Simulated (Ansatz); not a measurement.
System: CdS (charge 0, singlet). 
Geometry from a B3LYP-D3(BJ)/def2-TZVP (Ansatz, a first-principles code) optimisation:
```xyz
2

Cd     0.0000     0.0000    -0.5671
S      0.0000     0.0000     1.7014
```

Dipole moments at this geometry, in debye (magnitudes).

| level | program | dipole (D) |
|---|---|---|
| PBE/def2-TZVPD | Ansatz | 5.54 |
| revPBE/def2-TZVPD | Ansatz | 5.65 |
| B97M-V/def2-TZVPD | Ansatz | 5.82 |
| PBE0/def2-TZVPD | Ansatz | 6.19 |
| BHLYP/def2-TZVPD | Ansatz | 6.44 |
| r2SCANh/def2-TZVPD | Ansatz | 6.13 |
| r2SCAN0/def2-TZVPD | Ansatz | 6.41 |
| HSE06/def2-TZVPD | Ansatz | 6.17 |
| CAM-B3LYP/def2-TZVPD | Ansatz | 6.14 |
| LC-wPBE/def2-TZVPD | Ansatz | 7.07 |
| wB97M-V/def2-TZVPD | Ansatz | 6.48 |
| wB97X-V/def2-TZVPD | Ansatz | 6.70 |
| CCSD(T)/def2-SVPD | Ansatz | 5.96 |
